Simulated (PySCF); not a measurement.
PySCF input file for CH6O2Si2, SMILES O[Si@H]1OC[SiH2]1, TDA-PBE0/def2-SVPD. Geometry optimised at ωB97X-D3(BJ)/def2-SVP. The structure was generated by enumeration; whether it is a known compound was not checked. One conformer was computed; it need not be the lowest.

```python
import numpy as np
from pyscf import gto, scf, dft, tdscf

mol = gto.M(
    atom='''
    O     2.01168652    1.01856539    0.06925615
    Si    0.60508094    0.44837637   -0.60147453
    O     0.40450638   -1.22390268   -0.46799097
    C    -0.83288950   -1.45971257    0.24268877
    Si   -1.38494007    0.35692903    0.59923337
    H     2.16845218    0.81179834    0.99651856
    H     0.66787275    0.92404627   -2.00391195
    H    -1.53230641   -2.02393360   -0.39736926
    H    -0.63821767   -2.07076161    1.14072508
    H    -2.68238601    0.75988922   -0.01740509
    H    -1.39759333    0.72565975    2.04656478
    ''',
    basis='def2-SVPD',
    charge=0,
    spin=0,
    max_memory=1600,
    verbose=4,
)
mf = dft.RKS(mol, xc='pbe0').density_fit(auxbasis='def2-universal-jkfit')
mf.grids.level = 3
mf.conv_tol = 1e-9
mf.max_cycle = 100
mf.kernel()
mf.grids = dft.Grids(mol).set(level=1).build(with_non0tab=True)  # coarser grid for the response kernel
td = tdscf.TDA(mf)
td.singlet = True
td.nstates = 10
td.conv_tol = 1e-4
td.positive_eig_threshold = 1e-6
td.kernel(x0=td.get_init_guess(mf, 15))
td.analyze()
tt = tdscf.TDA(mf)
tt.singlet = False
tt.nstates = 4
tt.conv_tol = 1e-4
tt.positive_eig_threshold = 1e-6
tt.kernel(x0=tt.get_init_guess(mf, 9))
tt.analyze(verbose=3)
```

Output:

```
PySCF version 2.14.0

[INPUT] verbose = 4
[INPUT] num. atoms = 11
[INPUT] num. electrons = 56
[INPUT] charge = 0
[INPUT] spin (= nelec alpha-beta = 2S) = 0
[INPUT] symmetry False subgroup None
[INPUT] Mole.unit = angstrom
[INPUT] Symbol           X                Y                Z      unit          X                Y                Z       unit  Magmom
[INPUT]  1 O      2.011686520000   1.018565390000   0.069256150000 AA    3.801536571279   1.924809627061   0.130875155942 Bohr   0.0
[INPUT]  2 Si     0.605080940000   0.448376370000  -0.601474530000 AA    1.143437259794   0.847308540027  -1.136622132601 Bohr   0.0
[INPUT]  3 O      0.404506380000  -1.223902680000  -0.467990970000 AA    0.764406273839  -2.312840868321  -0.884374762070 Bohr   0.0
[INPUT]  4 C     -0.832889500000  -1.459712570000   0.242688770000 AA   -1.573933047026  -2.758456977885   0.458615308808 Bohr   0.0
[INPUT]  5 Si    -1.384940070000   0.356929030000   0.599233370000 AA   -2.617157431236   0.674498112607   1.132386954000 Bohr   0.0
[INPUT]  6 H      2.168452180000   0.811798340000   0.996518560000 AA    4.097780734416   1.534076530977   1.883147156446 Bohr   0.0
[INPUT]  7 H      0.667872750000   0.924046270000  -2.003911950000 AA    1.262096583560   1.746194376726  -3.786844763243 Bohr   0.0
[INPUT]  8 H     -1.532306410000  -2.023933600000  -0.397369260000 AA   -2.895639453816  -3.824680198305  -0.750919071721 Bohr   0.0
[INPUT]  9 H     -0.638217670000  -2.070761610000   1.140725080000 AA   -1.206056604158  -3.913172312163   2.155657984623 Bohr   0.0
[INPUT] 10 H     -2.682386010000   0.759889220000  -0.017405090000 AA   -5.068974919265   1.435982510809  -0.032890853273 Bohr   0.0
[INPUT] 11 H     -1.397593330000   0.725659750000   2.046564780000 AA   -2.641068627219   1.371298187120   3.867446930381 Bohr   0.0

nuclear repulsion = 300.235957637027
number of shells = 70
number of NR pGTOs = 240
number of NR cGTOs = 162
basis = def2-SVPD
ecp = {}


[settings echo left out]
init E= -770.762930842634
  HOMO = -0.289856264088117  LUMO = -0.0600668812979483  gap/eV = 6.25289
cycle= 1 E= -770.288059704012  delta_E= 0.475  |g|= 0.865  |ddm|= 3.99
  HOMO = -0.165478936655362  LUMO = -0.0160954112641081  gap/eV = 4.06493
cycle= 2 E= -769.956472483545  delta_E= 0.332  |g|= 1.54  |ddm|= 2.39
  HOMO = -0.276086540684277  LUMO = -0.0156114285612916  gap/eV = 7.08789
cycle= 3 E= -770.432364298256  delta_E= -0.476  |g|= 0.0911  |ddm|= 1.62
  HOMO = -0.278972856787475  LUMO = -0.0145237641838349  gap/eV = 7.19603
cycle= 4 E= -770.433107796833  delta_E= -0.000743  |g|= 0.0756  |ddm|= 0.166
  HOMO = -0.279387709434689  LUMO = -0.0143944790151993  gap/eV = 7.21083
cycle= 5 E= -770.434181900019  delta_E= -0.00107  |g|= 0.012  |ddm|= 0.0737
  HOMO = -0.278832688860178  LUMO = -0.0142373325371308  gap/eV = 7.20001
cycle= 6 E= -770.434213884534  delta_E= -3.2e-05  |g|= 0.00246  |ddm|= 0.0199
  HOMO = -0.278863438882031  LUMO = -0.0142150488500676  gap/eV = 7.20145
cycle= 7 E= -770.434215504764  delta_E= -1.62e-06  |g|= 0.000763  |ddm|= 0.00439
  HOMO = -0.278860983336325  LUMO = -0.014208590350695  gap/eV = 7.20156
cycle= 8 E= -770.434215653462  delta_E= -1.49e-07  |g|= 0.000195  |ddm|= 0.00111
  HOMO = -0.278866835320894  LUMO = -0.0142140305606882  gap/eV = 7.20157
cycle= 9 E= -770.434215664945  delta_E= -1.15e-08  |g|= 4e-05  |ddm|= 0.0004
  HOMO = -0.278864035010402  LUMO = -0.014212073209336  gap/eV = 7.20155
cycle= 10 E= -770.434215665448  delta_E= -5.02e-10  |g|= 8.73e-06  |ddm|= 7.46e-05
  HOMO = -0.278866075427014  LUMO = -0.0142133433324023  gap/eV = 7.20157
Extra cycle  E= -770.434215665451  delta_E= -2.96e-12  |g|= 9.34e-06  |ddm|= 3.01e-05
converged SCF energy = -770.434215665451
tot grids = 43200
Overwritten attributes  positive_eig_threshold  of <class 'pyscf.tdscf.rks.TDA'>


******** <class 'pyscf.tdscf.rks.TDA'> for <class 'pyscf.df.df_jk.DFRKS'> ********
nstates = 10 singlet
deg_eia_thresh = 1.000e-03
wfnsym = None
conv_tol = 0.0001
eigh lindep = 1e-12
eigh level_shift = 0
eigh max_cycle = 100


Excitation energies (eV)
[6.02952181 6.30587514 6.46708341 6.63434079 6.82784081 6.87980082
 6.97475713 7.03058574 7.08137426 7.31549479]

** Singlet excitation energies and oscillator strengths **
Excited State   1:      6.02952 eV    205.63 nm  f=0.0306
      28 -> 29       -0.68604
Excited State   2:      6.30588 eV    196.62 nm  f=0.0293
      27 -> 29       -0.16868
      27 -> 30        0.20583
      28 -> 30       -0.54022
      28 -> 31       -0.34713
Excited State   3:      6.46708 eV    191.72 nm  f=0.0119
      27 -> 29        0.66459
      28 -> 31       -0.12854
Excited State   4:      6.63434 eV    186.88 nm  f=0.1513
      26 -> 29       -0.14085
      27 -> 30       -0.14303
      28 -> 30        0.31454
      28 -> 31       -0.56487
Excited State   5:      6.82784 eV    181.59 nm  f=0.0349
      26 -> 29       -0.63275
      26 -> 31       -0.15914
      27 -> 30        0.13900
      27 -> 31        0.11026
      28 -> 31        0.10680
      28 -> 32        0.12395
Excited State   6:      6.87980 eV    180.21 nm  f=0.0478
      26 -> 30       -0.17249
      27 -> 30        0.59082
      27 -> 31       -0.10632
      28 -> 30        0.23826
      28 -> 32       -0.16656
Excited State   7:      6.97476 eV    177.76 nm  f=0.0114
      26 -> 29        0.13111
      26 -> 30       -0.26031
      28 -> 32        0.62797
Excited State   8:      7.03059 eV    176.35 nm  f=0.0151
      26 -> 29        0.11319
      27 -> 31        0.65915
      27 -> 32       -0.14663
Excited State   9:      7.08137 eV    175.08 nm  f=0.0180
      26 -> 30       -0.59139
      26 -> 31       -0.20896
      27 -> 30       -0.17852
      28 -> 32       -0.21217
Excited State  10:      7.31549 eV    169.48 nm  f=0.0512
      26 -> 29        0.15833
      26 -> 30        0.17699
      26 -> 31       -0.62000
      26 -> 32        0.11849
      28 -> 31       -0.11197

** Transition electric dipole moments (AU) **
state          X           Y           Z        Dip. S.      Osc.
  1        -0.0824      0.0697     -0.4419      0.2069      0.0306
  2        -0.2728      0.2874      0.1805      0.1896      0.0293
  3        -0.1420      0.2062     -0.1120      0.0752      0.0119
  4         0.8028      0.3320     -0.4196      0.9307      0.1513
  5        -0.3912     -0.2321     -0.0377      0.2083      0.0349
  6         0.3115     -0.3588     -0.2404      0.2836      0.0478
  7        -0.0834     -0.0915      0.2269      0.0668      0.0114
  8        -0.1574     -0.1352      0.2113      0.0877      0.0151
  9        -0.2220      0.2337      0.0041      0.1039      0.0180
 10         0.4031      0.2973     -0.1867      0.2857      0.0512

** Transition velocity dipole moments (imaginary part, AU) **
state          X           Y           Z        Dip. S.      Osc.
  1         0.0077      0.0050     -0.0079      0.0001      0.0004
  2        -0.0452      0.0347      0.0187      0.0036      0.0103
  3        -0.0080      0.0376      0.0096      0.0016      0.0044
  4         0.1113      0.0470     -0.0562      0.0178      0.0486
  5        -0.0988     -0.0197     -0.0009      0.0101      0.0269
  6         0.0627     -0.0617     -0.0252      0.0084      0.0221
  7        -0.0316     -0.0253      0.0306      0.0026      0.0067
  8        -0.0089     -0.0036      0.0252      0.0007      0.0019
  9        -0.0250      0.0444      0.0220      0.0031      0.0079
 10         0.0875      0.0282     -0.0590      0.0119      0.0296

** Transition magnetic dipole moments (imaginary part, AU) **
state          X           Y           Z
  1         0.5041      0.6380     -0.1218
  2        -0.2552     -0.0027     -0.4511
  3         0.2026      0.2024      0.0583
  4         1.1138      0.1763      1.5795
  5        -0.3034     -0.2094     -0.2830
  6        -0.2593      0.0627     -0.7818
  7        -0.4477     -0.0494     -0.4460
  8        -0.3515     -0.0028     -0.5464
  9         0.2317     -0.3507     -0.0647
 10        -0.1261     -0.1537      0.3289


******** <class 'pyscf.tdscf.rks.TDA'> for <class 'pyscf.df.df_jk.DFRKS'> ********
nstates = 4 triplet
deg_eia_thresh = 1.000e-03
wfnsym = None
conv_tol = 0.0001
eigh lindep = 1e-12
eigh level_shift = 0
eigh max_cycle = 100


Excitation energies (eV)
[5.11712983 5.50729233 5.83633631 6.14615598]

** Triplet excitation energies and oscillator strengths **
Excited State   1:      5.11713 eV    242.29 nm  f=0.0000
Excited State   2:      5.50729 eV    225.13 nm  f=0.0000
Excited State   3:      5.83634 eV    212.43 nm  f=0.0000
Excited State   4:      6.14616 eV    201.73 nm  f=0.0000
```

The calculation finished and met its thresholds.

Cost: roughly 2.2 core-minutes.
